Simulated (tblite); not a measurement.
Species: C₃H₂ClF₂O (doublet state).
SMILES: `FC1(F)OC[C]1Cl`

Level: GFN2-xTB in tblite, geometry and Hessian alike; calculated harmonic values, unscaled, isolated species. Against measured fundamentals such values can be off by several per cent, at times by over 20. Open shells enter through the occupations alone, without spin polarisation, and single modes of such species can be off by tens of per cent.

Harmonic wavenumbers (cm⁻¹): 83.5, 143.0, 206.7, 335.9, 424.3, 464.8, 522.8, 596.6, 706.8, 911.7, 999.6, 1014.1, 1024.3, 1056.4, 1081.2, 1153.6, 1199.9, 1265.2, 1426.5, 2895.9, 2933.4.

A = 3459, B = 1752, C = 1459 MHz; mass 126.976 u (most abundant isotopes); point group C1, symmetry number 1; spin multiplicity 2.

Problem. What is the zero-point energy?

Solution. ½Σν̃ = 10223 cm⁻¹ = 122.29 kJ/mol.

Problem. Entropy at 400 K, 1 bar (ideal gas, RRHO, classical rotation)?

Solution. Translation 175.38, rotation 120.77, vibration 79.39, spin (R ln 2) 5.76: S = 381.3 J/(mol K).

Problem. And Cp and H(400 K) − H(0)?

Solution. Cp = 121.36 J/(mol K), of which vibrations give 88.10 (their classical limit is 21 R = 174.6); H(400 K) − H(0) = 30.78 kJ/mol without the zero-point energy, 17.48 from vibrations.

Problem. What must be added to the electronic energy to get the Gibbs energy at 400 K and 1 bar?

Solution. ZPE + [H(400 K) − H(0)] − T·S = 122.29 + 30.78 − 152.52 = 0.55 kJ/mol.

Problem. How do the functions run with temperature in this model?

Solution. 
```
 T (K)  S (J/(mol K))  Cp (J/(mol K))  H − H(0) (kJ/mol)  G − H(0) (kJ/mol)  ln q(vib)
   150          293.2            65.5               7.18             -36.80       1.12
   250          332.1            89.1              14.91             -68.13       2.35
298.15          348.8           100.2              19.47             -84.53       2.96
   600          436.5           150.1              58.20            -203.69       6.90
   900          502.2           172.9             107.05            -344.93      10.54
```

q(vib) and H(0) count from the zero-point level.

Problem. Which modes carry the vibrational entropy at 400 K?

Solution. 83.5 cm⁻¹: 18.35; 143.0 cm⁻¹: 13.93; 206.7 cm⁻¹: 10.97; 335.9 cm⁻¹: 7.23; 424.3 cm⁻¹: 5.56; 464.8 cm⁻¹: 4.95 J/(mol K); the other 15 give 18.41 together.

Hindered rotation and anharmonicity are outside this model. The structure is chiral; the term R ln 2 for an equal mix with its mirror image is left out.

On Arm Neoverse V2, one thread, shared host with 96 logical CPUs at a one-minute load of 49, this took 0.16 s wall. The figure is for the frequency step alone.
